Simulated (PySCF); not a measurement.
First SCF of a structure search on singlet TeI₃⁻, at a hand-made trigonal pyramidal geometry. PySCF input:

```python
from pyscf import gto, scf, dft
mol = gto.M(atom='''
Te     0.000000     0.000000     0.000000
I      2.375100     0.000000     1.262900
I     -1.187600     2.056900     1.262900
I     -1.187600    -2.056900     1.262900''',
    basis={'Te': 'def2-SVPD', 'I': 'def2-SVPD'},
    ecp={'Te': 'def2-SVPD', 'I': 'def2-SVPD'},
    charge=-1, spin=0)
mf = dft.RKS(mol, xc='PBE')
mf.grids.atom_grid = (50, 194)
aux = {'Te': 'def2-universal-JKFIT', 'I': 'def2-universal-JKFIT'}
mf = mf.density_fit(auxbasis=aux)
mf.conv_tol = 1e-08
mf.diis_space = 10
mf.max_cycle = 60
mf.init_guess = 'huckel'
mf.verbose = 4
mf.kernel()
```

Excerpt of the output (cycles and frontier levels):

```
init E= -1160.87154557831
  HOMO = -0.0457633554900712  LUMO = -0.0240898998524015  gap/eV = 0.58976
cycle= 1 E= -1160.46337796099  delta_E= 0.408  |g|= 1.36  |ddm|= 5.03
  HOMO = 0.0867494331276607  LUMO = 0.0960908942770367  gap/eV = 0.25419
cycle= 2 E= -1155.42628642346  delta_E= 5.04  |g|= 3.01  |ddm|= 13.8
  HOMO = -0.0586009178294268  LUMO = -0.0559912477135763  gap/eV = 0.07101
cycle= 3 E= -1161.13379106124  delta_E= -5.71  |g|= 0.384  |ddm|= 13.4
  HOMO = 0.0160868163804449  LUMO = 0.02133122151111  gap/eV = 0.14271
cycle= 4 E= -1161.09925193774  delta_E= 0.0345  |g|= 0.439  |ddm|= 2.75
  HOMO = 0.0150703535279275  LUMO = 0.0330814751076389  gap/eV = 0.49011
cycle= 5 E= -1161.11049528242  delta_E= -0.0112  |g|= 0.353  |ddm|= 3.65
  HOMO = 0.00932559841678771  LUMO = 0.0175390215171216  gap/eV = 0.22350
cycle= 6 E= -1161.18719795257  delta_E= -0.0767  |g|= 0.0869  |ddm|= 2.51
  HOMO = 0.00951291673548479  LUMO = 0.0140638145328849  gap/eV = 0.12384
... 12 lines left out ...
cycle= 13 E= -1161.19109540785  delta_E= -1.84e-06  |g|= 0.000472  |ddm|= 0.0106
  HOMO = 0.00706710989135664  LUMO = 0.0114544084661145  gap/eV = 0.11938
cycle= 14 E= -1161.19109540587  delta_E= 1.98e-09  |g|= 0.000493  |ddm|= 0.00616
  HOMO = 0.00706747858129808  LUMO = 0.0114550620059774  gap/eV = 0.11939
cycle= 15 E= -1161.1910955982  delta_E= -1.92e-07  |g|= 3.97e-05  |ddm|= 0.00444
  HOMO = 0.00706842939344374  LUMO = 0.0114557890882942  gap/eV = 0.11939
cycle= 16 E= -1161.1910955996  delta_E= -1.4e-09  |g|= 6.78e-06  |ddm|= 0.000473
  HOMO = 0.00706828242239138  LUMO = 0.0114561611351258  gap/eV = 0.11940
Extra cycle  E= -1161.19109559241  delta_E= 7.19e-09  |g|= 9.48e-05  |ddm|= 0.000932
converged SCF energy = -1161.19109559241
```

No lower solution of this spin was found by a stability analysis within the restricted form, which does not test spin polarisation.

The search for the lowest solution, with the stability check, took 9.4 s on 2 threads of a shared Arm Neoverse V2 host, with 140 basis functions; the process peaked at 0.37 GiB.
